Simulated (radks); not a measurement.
The nuclear charge of the silver ion Ag2+ is varied continuously with 45 electrons held in [Kr] 4d9. All-electron calculation, Dirac Kohn-Sham, PBE, spin-unpolarised, spherical densities, point nucleus; open shells fill j = l - 1/2 first. Program: a radial shooting solver on a logarithmic mesh with Libxc functionals. By the Hellmann-Feynman theorem dE/dZ = E(electron-nucleus)/Z, the electronic potential at the nucleus.

Z     E (hartree)  E(electron-nucleus)/Z (hartree)   HOMO  e(HOMO) (eV)  <r> HOMO (bohr)
46.5  -5180.38411                         -269.539  4d5/2       -21.156            1.387
46.6  -5207.37794                         -270.338  4d5/2       -22.594            1.372
46.7  -5234.45163                         -271.136  4d5/2       -24.060            1.357
46.8  -5261.60516                         -271.935  4d5/2       -25.553            1.343
46.9  -5288.83856                         -272.733  4d5/2       -27.073            1.330
47    -5316.15182                         -273.532  4d5/2       -28.621            1.317
47.1  -5343.54496                         -274.331  4d5/2       -30.194            1.304
47.2  -5371.01798                         -275.130  4d5/2       -31.793            1.291
47.3  -5398.57090                         -275.929  4d5/2       -33.418            1.279
47.4  -5426.20372                         -276.728  4d5/2       -35.068            1.268
47.5  -5453.91647                         -277.527  4d5/2       -36.742            1.256
47.6  -5481.70915                         -278.327  4d5/2       -38.442            1.245
47.7  -5509.58179                         -279.126  4d5/2       -40.166            1.234
47.8  -5537.53440                         -279.926  4d5/2       -41.913            1.224
47.9  -5565.56700                         -280.726  4d5/2       -43.685            1.213
48    -5593.67961                         -281.526  4d5/2       -45.480            1.203

The central difference of E at Z = 47 is -273.532 hartree, to compare with the third column; the second derivative is -7.99 hartree.
